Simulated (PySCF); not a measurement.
**Electric field gradients and quadrupole coupling constants**

Compound: C3H9NSSi.
Z-matrix (Å and degrees, GFN2-xTB geometry), rows numbered from 1:
```
C 
C   1  1.4983
C   2  1.5038  1  115.01
S   3  1.8333  2  109.25  1    76.88
N   2  1.2528  1  126.93  3   178.35
Si  5  1.7128  2  138.15  1    -0.00
H   1  1.0888  2  109.86  3   -46.92
H   1  1.0858  2  110.77  3  -168.50
H   1  1.0899  2  109.16  3    71.36
H   3  1.0890  2  111.37  1  -163.57
H   3  1.0891  2  111.99  1   -39.04
H   4  1.3305  3   95.70  2    59.93
H   6  1.4703  5  118.70  2    -0.28
H   6  1.4600  5  102.97  2   120.78
H   6  1.4612  5  102.70  2  -121.10
```

Field gradients from the PBE0/pcSseg-1 density (PySCF, non-relativistic), principal values in atomic units, ordered |Vxx| ≤ |Vyy| ≤ |Vzz|:

```json
{"atom": "S4", "Vxx": "0.5008", "Vyy": "2.3945", "Vzz": "-2.8953"}
{"atom": "N5", "Vxx": "0.2215", "Vyy": "0.7306", "Vzz": "-0.9522"}
```

Find the asymmetry η = (Vxx − Vyy)/Vzz and the couplings χ = eQV/h (234.96 MHz × Q in barn × V in au), with Q(33S) = −0.0678 b, Q(14N) = 0.02044 b.

```csv
atom,environment,nucleus,η,χzz (MHz),χxx (MHz),χyy (MHz)
S4,thiol sulfur,33S,0.65,46.12,-7.98,-38.15
N5,C=N nitrogen,14N,0.53,-4.573,1.064,3.509
```

What is Vzz at N5 in SI units (1 au = 9.71736 × 10²¹ V/m²)?

-0.9522 au = -9.253 × 10²¹ V/m².

Were the hydrogens deuterons (Q(2H) = 0.00286 b), χzz would run from 104 kHz (H13) to 211 kHz (H8).

One conformer (not necessarily the lowest) at the GFN2-xTB geometry, without solvent, vibrations or thermal averaging. GFN2-xTB bond lengths can be off by several hundredths of an ångström, more for odd bonds, and the gradients follow them. These gradients aren't converged with respect to the basis.

These values come from a run that also computed NMR shieldings. Hardware: one thread, Intel Xeon 6975P-C (x86_64) (shared host). Cost: 14 s wall, 0.73 GiB resident at most.
